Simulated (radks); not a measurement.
Values are calculated unless marked as measured or tabulated.
The phosphorus anion P3-, [Ar], held by a Watson sphere: a shell of charge +3 at radius R that stands for the Madelung well of a crystal (potential energy -3/R inside, -3/r outside, in hartree with lengths in bohr). Code: a radial shooting solver on a logarithmic mesh with Libxc functionals. Model: non-relativistic Kohn-Sham, PBEsol, spin-polarised, spherical densities, point nucleus. Response by self-consistent Sternheimer equations with the Hartree and adiabatic LDA kernel. The sphere does not respond.

| R (bohr) | e(2p) (eV) | e(3s) (eV) | e(3p) (eV) | <r> 3p (bohr) | sum of <r^2> (bohr^2) | X-ray form factor at sin(theta)/lambda = 0.1 1/angstrom | alpha (bohr^3) |
|---|---|---|---|---|---|---|---|
| 2.03 | -120.85 | -16.472 | -8.067 | 2.250 | 46.46 | 15.172 | 28.70 |
| 2.7 | -120.63 | -14.200 | -6.666 | 2.524 | 57.16 | 14.697 | 46.01 |
| 3.02 | -120.65 | -13.323 | -6.026 | 2.652 | 62.52 | 14.490 | 58.10 |
| 3.46 | -120.63 | -12.331 | -5.227 | 2.822 | 70.13 | 14.234 | 80.17 |
| 3.59 | -120.61 | -12.082 | -5.012 | 2.872 | 72.44 | 14.164 | 88.15 |
| 3.64 | -120.60 | -11.991 | -4.932 | 2.891 | 73.33 | 14.138 | 91.41 |
